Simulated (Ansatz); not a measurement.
System: SiF2, charge 0, singlet. SiF2 (SMILES F[Si]F).
B3LYP-D3(BJ)/def2-TZVP minimum from Ansatz (a first-principles code):
```xyz
3

Si     0.0153     0.0127     0.5768
F      1.0240    -0.6902    -0.4611
F     -1.0478     0.6704    -0.4362
```
Charge 0, spin multiplicity 1.

Total energies in hartree (Ansatz). Radicals and triplets start from unrestricted determinants; spin-orbit coupling is neglected. Cores are frozen in correlated methods. No relativity. The restricted determinant of F2Si (F[Si]F, singlet) is unstable towards broken spin symmetry in at least one set run.

```csv
species,HF/cc-pV(T+d)Z,CCSD(T)/cc-pV(T+d)Z,HF/cc-pV(Q+d)Z,CCSD(T)/cc-pV(Q+d)Z,CCSDT(Q)/cc-pV(T+d)Z
1: SiF2 (SMILES F[Si]F),-488.00217,-488.63028,-488.02569,-488.70827,-488.63139
2: Si (triplet),-288.85649,-288.93344,-288.85845,-288.93781,-288.93426
3: F (doublet),-99.40552,-99.62036,-99.41377,-99.65026,-99.62061
```

**Question.** Work out the atomisation energy (electronic, to ground-state atoms) in kJ/mol: take Hartree-Fock from cc-pV(Q+d)Z, extrapolate the CCSD(T) correlation energy as X^-3 (X = 3, 4), and add CCSDT(Q) - CCSD(T) in cc-pV(T+d)Z. 1 hartree = 2625.5 kJ/mol.

**Answer.** 
Species 1: correlation (64·(-0.68258) - 27·(-0.62811))/37 = -0.72233; step -0.00111; E1 = -488.02569 + (-0.72233) + (-0.00111) = -488.74913
Species 2: correlation (64·(-0.07936) - 27·(-0.07695))/37 = -0.08112; step -0.00082; E2 = -288.85845 + (-0.08112) + (-0.00082) = -288.94039
Species 3: correlation (64·(-0.23649) - 27·(-0.21484))/37 = -0.25229; step -0.00025; E3 = -99.41377 + (-0.25229) + (-0.00025) = -99.66631
-1·E1 +1·E2 +2·E3 = 0.47612 hartree = 1250.1 kJ/mol.
